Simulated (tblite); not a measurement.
Compound: C5H4FN2 (doublet state).
Numbering: `[H]/[N:1]=[C:2]/[C:3]1=[C:4]([F:5])[CH:6]=[N:7][CH2:8]1` (hydrogens: H9 on N1; H10 on C6; H11, H12 on C8)

Method: GFN2-xTB as coded in tblite; computed harmonic values from a numerical Hessian at the method's own geometry, unscaled. The method is semi-empirical: single wavenumbers can be off by several per cent or more. Open shells enter through the occupations alone, without spin polarisation, and single modes of such species can be off by tens of per cent.

Harmonic wavenumbers (cm⁻¹): 117.3, 133.4, 241.1, 322.9, 339.4, 380.9, 479.1, 525.3, 561.8, 623.5, 675.2, 842.3, 848.5, 914.4, 927.4, 1009.7, 1040.3, 1088.1, 1164.7, 1215.0, 1245.5, 1379.3, 1403.2, 1441.6, 1510.7, 2161.3, 2917.6, 2950.1, 3141.6, 3368.5.

A = 3391, B = 1849, C = 1209 MHz; mass 111.036 u (most abundant isotopes); point group C1, symmetry number 1; spin multiplicity 2.

Problem. What is the zero-point energy?

Solution. ½Σν̃ = 17485 cm⁻¹ = 49.99 kcal/mol.

Problem. Entropy at 298.15 K, 1 bar (ideal gas, RRHO, classical rotation)?

Solution. Translation 40.06, rotation 28.14, vibration 14.98, spin (R ln 2) 1.38: S = 84.6 cal/(mol K).

Problem. And Cp and H(298.15 K) − H(0)?

Solution. Cp = 27.87 cal/(mol K), of which vibrations give 19.92 (their classical limit is 30 R = 59.6); H(298.15 K) − H(0) = 5.05 kcal/mol without the zero-point energy, 2.68 from vibrations.

Problem. Which modes carry the vibrational entropy at 298.15 K?

Solution. 117.3 cm⁻¹: 3.14; 133.4 cm⁻¹: 2.90; 241.1 cm⁻¹: 1.79; 322.9 cm⁻¹: 1.30; 339.4 cm⁻¹: 1.21; 380.9 cm⁻¹: 1.04 cal/(mol K); the other 24 give 3.60 together.

Problem. What must be added to the electronic energy to get the Gibbs energy at 298.15 K and 1 bar?

Solution. ZPE + [H(298.15 K) − H(0)] − T·S = 49.99 + 5.05 − 25.21 = 29.83 kcal/mol.

Problem. Blend soft modes into free rotors: weight 1/[1 + (100 cm⁻¹/ν̃)⁴] for the oscillator and the rest for a rotor with moment μB/(μ + B), μ = h/(8π²ν), B = 10⁻⁴⁴ kg m². What vibrational entropy results?

Solution. 14.77 cal/(mol K) in place of 14.98, which changes −T·S at 298.15 K by +0.06 kcal/mol.

Problem. How do the functions run with temperature in this model?

Solution. 
```tsv
T (K)	S (cal/(mol K))	Cp (cal/(mol K))	H − H(0) (kcal/mol)	G − H(0) (kcal/mol)	ln q(vib)
100	63.6	13.1	0.98	-5.38	0.42
200	75.0	20.6	2.67	-12.33	1.60
300	84.7	28.0	5.10	-20.32	3.05
500	102.0	39.8	11.96	-39.04	6.21
800	123.2	50.1	25.61	-72.95	10.93
1000	134.8	54.2	36.06	-98.78	13.85
```

q(vib) and H(0) count from the zero-point level.

Hindered rotation and anharmonicity are outside this model. The structure is chiral; the term R ln 2 for an equal mix with its mirror image is left out.

Time: 0.44 s wall. Hardware: one thread, Arm Neoverse N1 (aarch64), shared host with 64 logical CPUs at a one-minute load of 31. This covers the Hessian and the dipole derivatives.
